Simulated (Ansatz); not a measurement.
Relaxation of a periodic cell of 36 atoms, H$_{24}$CO$_{11}$ (contents 10 H2O + 1 CH3OH, density as packed 0.96 g/cm³ with natural masses), to a largest force component of 0.3 eV/Å in at most 15 steps.

The calculation used Ansatz 0.2.0, DFT PBE-D3(BJ), scalar-relativistic, plane waves, PAW. Settings: cutoff 420 eV, k mesh 1x1x1, fermi-dirac smearing 0.02 eV, no spin polarisation.

```xyz
36
Lattice="7.1596 0.0000 0.0000 0.0000 7.1596 0.0000 0.0000 0.0000 7.1596" Properties=species:S:1:pos:R:3
O 2.491 1.803 6.317
H 3.395 2.105 6.145
H 2.294 2.148 7.201
O 1.877 6.916 3.438
H 1.826 6.343 4.218
H 1.324 6.468 2.781
O 6.143 3.084 3.129
H 6.436 2.960 2.214
H 6.909 3.481 3.569
O 5.535 0.674 0.920
H 5.806 0.534 1.839
H 4.696 1.153 0.994
O 4.287 4.346 2.203
H 4.282 5.151 1.665
H 4.737 3.694 1.646
O 0.353 6.273 7.081
H -0.072 5.647 6.477
H -0.146 7.094 6.957
O 3.443 4.776 5.565
H 4.233 4.872 6.118
H 3.106 3.897 5.790
O 2.620 6.532 1.244
H 3.217 7.240 0.960
H 2.940 5.751 0.769
O 5.698 6.221 4.946
H 5.681 6.512 5.870
H 5.241 6.929 4.469
O 6.511 1.894 6.116
H 6.807 2.284 5.280
H 6.283 0.982 5.881
C 2.969 2.330 3.051
O 1.618 2.698 3.305
H 3.587 3.072 3.556
H 1.052 2.046 2.862
H 3.214 1.340 3.455
H 3.210 2.346 1.981
```

Q: Where does it end, and by what steps?

A: The run converged. The threshold is loose, so the end isn't yet a minimum. Limits of this set-up: coarse k mesh. After 14 steps the energy has fallen by 6.350 eV; H15 moved furthest, 1.51 Å.

| step | energy less start (eV) | largest force component (eV/Å) | accepted |
| --- | --- | --- | --- |
| 0 | 0.0000 | 1.238 | yes |
| 1 | -1.2385 | 1.218 | yes |
| 2 | -1.8598 | 2.375 | yes |
| 3 | -2.6257 | 2.153 | yes |
| 4 | -3.2417 | 1.146 | yes |
| 5 | -3.6968 | 1.061 | yes |
| 6 | -4.0839 | 1.107 | yes |
| 7 | -4.3845 | 1.374 | yes |
| 8 | -4.6760 | 1.553 | yes |
| 9 | -5.0513 | 1.173 | yes |
| 10 | -5.3993 | 1.631 | yes |
| 11 | -5.7332 | 1.513 | yes |
| 12 | -5.9857 | 1.242 | yes |
| 13 | -6.2327 | 0.399 | yes |
| 14 | -6.3504 | 0.241 | yes |

```xyz
36
Lattice="7.1596 0.0000 0.0000 0.0000 7.1596 0.0000 0.0000 0.0000 7.1596" Properties=species:S:1:pos:R:3
O 3.641 1.557 6.839
H 4.420 1.860 6.275
H 2.985 2.274 6.743
O 1.526 6.936 3.741
H 1.872 6.231 4.335
H 1.895 6.721 2.851
O 6.452 3.076 2.999
H 6.292 2.262 2.450
H 7.438 3.093 3.082
O 5.909 0.759 1.482
H 5.582 -0.043 1.973
H 5.126 1.065 0.973
O 4.888 5.596 2.608
H 4.093 5.597 2.015
H 5.404 4.771 2.464
O 0.264 5.911 7.282
H -0.124 5.752 6.404
H -0.231 6.692 7.618
O 2.604 4.649 5.349
H 3.578 4.636 5.282
H 2.309 3.843 4.852
O 2.696 6.412 1.162
H 2.982 7.212 0.666
H 1.901 6.086 0.652
O 5.209 6.434 5.217
H 4.355 6.735 5.585
H 5.020 6.171 4.281
O 5.883 2.039 5.534
H 6.029 2.482 4.659
H 5.998 1.086 5.324
C 3.234 2.424 3.046
O 1.958 2.484 3.724
H 3.735 3.391 3.172
H 1.710 1.537 3.911
H 3.863 1.638 3.493
H 3.109 2.223 1.973
```

The run took 43 s on 1 thread of Arm Neoverse V1 (shared host), peak memory 0.41 GiB.
